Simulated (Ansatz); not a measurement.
One change: `CO[Si](C#N)(C#N)C#N` becomes `N#C[Si](Cl)(C#N)C#N`.

Ansatz, PBE0-D4/def2-TZVP geometries, multiplicity 1. Each molecule was computed in one conformer, which needn't be the lowest.

```json
{"property": "zero-point energy (PBE0-D4/def2-TZVP) / kJ/mol", "`CO[Si](C#N)(C#N)C#N`": "181.4"}
{"property": "HOMO energy (ωB97M-V/def2-TZVPP) / eV", "`CO[Si](C#N)(C#N)C#N`": "-12.59"}
{"property": "LUMO energy (PBE/def2-TZVPP) / eV", "`CO[Si](C#N)(C#N)C#N`": "-3.63"}
{"property": "HOMO energy (PBE0/def2-TZVPP) / eV", "`CO[Si](C#N)(C#N)C#N`": "-10.16"}
{"property": "ideal-gas entropy at 298 K and 1 bar (rigid rotor, harmonic PBE0-D4/def2-TZVP) / J/(mol·K)", "`CO[Si](C#N)(C#N)C#N`": "442"}
{"property": "HOMO energy (PBE/def2-TZVPP) / eV", "`CO[Si](C#N)(C#N)C#N`": "-8.54"}
```

(1) Give the same properties after the change, and the shifts. (Best estimate.)

## Answers

(1) Computed: 
```
                                                                                  property  `N#C[Si](Cl)(C#N)C#N`   shift
                                            zero-point energy (PBE0-D4/def2-TZVP) / kJ/mol                   73.4  -108.0
                                                     HOMO energy (ωB97M-V/def2-TZVPP) / eV                 -13.19   -0.60
                                                         LUMO energy (PBE/def2-TZVPP) / eV                  -3.92   -0.29
                                                        HOMO energy (PBE0/def2-TZVPP) / eV                 -10.90   -0.74
ideal-gas entropy at 298 K and 1 bar (rigid rotor, harmonic PBE0-D4/def2-TZVP) / J/(mol·K)                    391     -51
                                                         HOMO energy (PBE/def2-TZVPP) / eV                  -9.41   -0.87
```

With PBE0 the HOMO falls by 0.74 eV and the LUMO falls by 0.32 eV, so the gap widens by about 0.42 eV. PBE moves the HOMO by -0.87 eV and ωB97M-V by -0.60 eV. The zero-point energy changes by -108.0 kJ/mol with -12 modes. Modes under 60 cm⁻¹, often nearly free rotors, make the harmonic entropy too high.
